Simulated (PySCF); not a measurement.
# Computed properties of BrGe, SMILES [Ge][Br]

BrGe, SMILES [Ge][Br] (connectivity only; charge and spin as stated), charge +1, multiplicity 1. Geometry optimised at B3LYP-D3(BJ)/def2-TZVP. The spin state was assumed, not searched. One conformer was computed; it need not be the lowest. All values are computed for the isolated molecule unless a solvent is named; none is compared with measurement here.

**Structure.** The optimised structure has C∞v symmetry. All 1 harmonic modes at B3LYP-D3(BJ)/def2-TZVP (PySCF) are real, so it is a minimum.

**Vibrations.** The strongest infrared lines (harmonic, unscaled, degenerate partners summed) lie at 359 cm⁻¹ (45 km/mol, Ge 52 %, Br 48 %). The softest mode is at 359 cm⁻¹ and the zero-point energy is 0.5 kcal/mol.

**Electronic structure.** HF/def2-TZVPD (PySCF) places the frontier levels at -17.78 and -6.24 eV, a gap of 11.54 eV and a mean polarisability of 41.0 bohr³.

**Excitations.** TDA-PBE0/def2-TZVPD (PySCF) has S1 at 4.37 eV (284 nm, f = 0.000, dark); the most intense of the 10 singlets computed lies at 10.11 eV (f = 0.18). Strengths of degenerate partners are summed. T1 (TDA) is at 3.62 eV, 0.75 eV under S1. No vertical singlet excitation falls in the visible range (under 3.1 eV).
